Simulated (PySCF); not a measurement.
Simulated outer-valence photoelectron spectrum of `[GeH3][CH2][GeH3]`. Level of theory: EOM-IP-CCSD/aug-cc-pVDZ in PySCF, restricted Hartree–Fock reference, 19 core orbitals frozen, non-relativistic, gas phase, PBE0-D3(BJ)/def2-SVP geometry.

Each root has a Gaussian of 0.4 eV full width with its one-hole share as area; cross sections and vibrations are left out, and the highest printed point is 100.

```json
{"ionisation energy (eV)": "10.0", "intensity": "0"}
{"ionisation energy (eV)": "10.2", "intensity": "8"}
{"ionisation energy (eV)": "10.4", "intensity": "35"}
{"ionisation energy (eV)": "10.6", "intensity": "39"}
{"ionisation energy (eV)": "10.8", "intensity": "13"}
{"ionisation energy (eV)": "11.0", "intensity": "21"}
{"ionisation energy (eV)": "11.2", "intensity": "44"}
{"ionisation energy (eV)": "11.4", "intensity": "26"}
{"ionisation energy (eV)": "11.6", "intensity": "35"}
{"ionisation energy (eV)": "11.8", "intensity": "96"}
{"ionisation energy (eV)": "12.0", "intensity": "100"}
{"ionisation energy (eV)": "12.2", "intensity": "40"}
{"ionisation energy (eV)": "12.4", "intensity": "7"}
{"ionisation energy (eV)": "12.6", "intensity": "13"}
{"ionisation energy (eV)": "12.8", "intensity": "40"}
{"ionisation energy (eV)": "13.0", "intensity": "31"}
{"ionisation energy (eV)": "13.2", "intensity": "6"}
{"ionisation energy (eV)": "13.4", "intensity": "0"}
{"ionisation energy (eV)": "13.6", "intensity": "0"}
{"ionisation energy (eV)": "13.8", "intensity": "0"}
{"ionisation energy (eV)": "14.0", "intensity": "1"}
{"ionisation energy (eV)": "14.2", "intensity": "12"}
{"ionisation energy (eV)": "14.4", "intensity": "39"}
{"ionisation energy (eV)": "14.6", "intensity": "33"}
{"ionisation energy (eV)": "14.8", "intensity": "7"}
{"ionisation energy (eV)": "15.0", "intensity": "0"}
{"ionisation energy (eV)": "15.2", "intensity": "0"}
{"ionisation energy (eV)": "15.4", "intensity": "0"}
{"ionisation energy (eV)": "15.6", "intensity": "0"}
{"ionisation energy (eV)": "15.8", "intensity": "0"}
{"ionisation energy (eV)": "16.0", "intensity": "0"}
{"ionisation energy (eV)": "16.2", "intensity": "0"}
{"ionisation energy (eV)": "16.4", "intensity": "0"}
{"ionisation energy (eV)": "16.6", "intensity": "0"}
{"ionisation energy (eV)": "16.8", "intensity": "0"}
{"ionisation energy (eV)": "17.0", "intensity": "4"}
{"ionisation energy (eV)": "17.2", "intensity": "26"}
{"ionisation energy (eV)": "17.4", "intensity": "39"}
{"ionisation energy (eV)": "17.6", "intensity": "14"}
{"ionisation energy (eV)": "17.8", "intensity": "1"}
```

Question: Where are the maxima, and how many lines lie under the curve?

Answer: 6 maxima, at 10.5, 11.2, 11.9, 12.9, 14.5 and 17.4 eV, from 8 lines. At this width some lines have no maximum of their own.

Question: List the lines with their holes.

Answer: 
| E (eV) | leading hole (HF orbital) | area | Koopmans (eV) |
| --- | --- | --- | --- |
| 10.52 | HOMO | 0.95 | 11.26 |
| 11.21 | HOMO-1 | 0.95 | 11.99 |
| 11.81 | HOMO-2 | 0.95 | 12.51 |
| 11.89 | HOMO-3 | 0.94 | 12.53 |
| 12.05 | HOMO-4 | 0.94 | 12.75 |
| 12.86 | HOMO-5 | 0.94 | 13.74 |
| 14.47 | HOMO-6 | 0.94 | 15.69 |
| 17.36 | HOMO-7 | 0.87 | 19.00 |

The widest gap, 2.89 eV, lies between 14.47 and 17.36 eV. Only orbitals with −ε under 21 eV, eight at most, were ionised, so the high end of the curve may lack lines.
